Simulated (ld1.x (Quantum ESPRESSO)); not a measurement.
# u(r) = r·R(r): atom against pseudo-atom (antimony (Sb))

Columns: radius, all-electron u(r) and pseudo u(r) of the 4d shell (level -37.63 eV) of antimony in the configuration [Kr] 4d10 5s2 5p2.5; LDA (PZ), scalar-relativistic, TM scheme, ld1.x (Quantum ESPRESSO) 7.5.

```csv
r (bohr),all-electron,pseudo
0.118,0.4088,-0.0141
0.235,0.5308,-0.1014
0.353,0.1035,-0.2945
0.470,-0.4102,-0.5588
0.588,-0.7926,-0.8235
0.705,-0.9994,-1.0109
0.822,-1.0694,-1.0903
0.940,-1.0495,-1.0729
1.058,-0.9782,-0.9941
1.175,-0.8834,-0.8903
1.292,-0.7809,-0.7826
1.410,-0.6793,-0.6795
1.528,-0.5847,-0.5847
1.645,-0.4999,-0.4999
1.763,-0.4243,-0.4243
1.880,-0.3591,-0.3591
1.998,-0.3024,-0.3024
2.115,-0.2544,-0.2544
2.232,-0.2135,-0.2135
2.350,-0.1785,-0.1785
2.468,-0.1491,-0.1491
2.585,-0.1246,-0.1246
2.702,-0.1039,-0.1039
2.820,-0.0865,-0.0865
2.938,-0.0719,-0.0719
3.055,-0.0599,-0.0599
```

(1) How many radial nodes do the two functions have?

(2) At about which radius was the pseudo-wave matched?

(3) Is the pseudo-wave norm-conserving?

Answers

(1) The all-electron 4d function has n − l − 1 = 1; the pseudo-wave has 0, since the states of the same l below it are removed with the core.

(2) 1.55 bohr. The columns agree to 0.0005 from 1.41 bohr on; several derivatives are matched, so the curves merge somewhat inside the radius.

(3) Yes: the TM scheme keeps the norm inside the radius equal to the all-electron one, which fixes the energy derivative of the logarithmic derivative at the level.
